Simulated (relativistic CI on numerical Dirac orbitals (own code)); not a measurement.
# Magnetism of Nd2+, 4f4, in a crystal field

Calculated by Dirac-Coulomb-Breit CI, KLI orbitals optimised for each configuration, model QED (radiative potential, 1s self-energy scaled to tabulated hydrogen-like ionisation energies), valence Slater integrals scaled by 0.8, one configuration in a parametric crystal field (own radial code).

Field parameters in Wybourne normalisation; cubic f-shell fields have B⁴₄ = √(5/14) B⁴₀ and B⁶₄ = −√(7/2) B⁶₀. The field is a parameter set, without covalency.

S is read from ⟨S²⟩ = S(S + 1).

Powder χT (cm³ K mol⁻¹) by Van Vleck's formula, with temperature-independent terms:

| Field | 2 K | 5 K | 10 K | 20 K | 50 K | 100 K | 200 K | 300 K |
| --- | --- | --- | --- | --- | --- | --- | --- | --- |
| C2v, B20 = -400, B22 = -20, B40 = 480, B42 = 230, B44 = 300, B60 = -90, B62 = 210, B64 = -160, B66 = 0 cm⁻¹ | 0.0642 | 0.161 | 0.317 | 0.541 | 0.784 | 0.898 | 0.981 | 1.05 |
| C2v, B20 = 160, B22 = 0, B40 = -240, B42 = -70, B44 = -150, B60 = -110, B62 = -50, B64 = -110, B66 = 390 cm⁻¹ | 0.0762 | 0.198 | 0.353 | 0.536 | 0.764 | 0.884 | 0.974 | 1.04 |
| D3h, B20 = 100, B40 = 110, B60 = 130, B66 = 300 cm⁻¹ | 0.0508 | 0.127 | 0.254 | 0.489 | 0.798 | 0.909 | 0.985 | 1.05 |
| D4h, B20 = 1180, B40 = -140, B44 = 710, B60 = -330, B64 = 170 cm⁻¹ | 0.387 | 0.589 | 0.672 | 0.732 | 0.813 | 0.886 | 0.97 | 1.04 |
| D4h, B20 = -110, B40 = 1300, B44 = 520, B60 = 220, B64 = 60 cm⁻¹ | 0.348 | 0.375 | 0.419 | 0.505 | 0.691 | 0.847 | 0.964 | 1.04 |
| Oh, B40 = -1490, B60 = -320 cm⁻¹ | 0.0399 | 0.0998 | 0.198 | 0.355 | 0.569 | 0.732 | 0.896 | 0.999 |

For C2v, B20 = -400, B22 = -20, B40 = 480, B42 = 230, B44 = 300, B60 = -90, B62 = 210, B64 = -160, B66 = 0 cm⁻¹: what effective moment follows at 300 K?

μ_eff = √(8χT) = 2.89 μB. The LS value g√(J(J + 1)) of the free ion's 5I_4 level is 2.68 μB.
